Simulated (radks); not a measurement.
Question: Neutral beryllium, [He] 2s2. Calculated with a radial shooting solver on a logarithmic mesh with Libxc functionals: non-relativistic Kohn-Sham, exchange-only PBE, spin-polarised, spherical densities, point nucleus. Every spin shell is full or empty, so the densities are truly spherical. Functionals are evaluated on that one density, not self-consistently. Rank these exchange functionals by their error against the exact value of the orbitals, and give that value: LDA, AM05, G96, EV93, APBE, revTPSS, MS2, Tao-Mo.

Answer: Exact: -2.65221 hartree. From best to worst, with 100 (|E| - |E exact|)/|E exact| (equal figures are ties): G96 -0.17, revTPSS +0.31, MS2 +0.63, Tao-Mo +0.67, APBE +0.67, EV93 +4.94, AM05 -10.31, LDA -13.14.
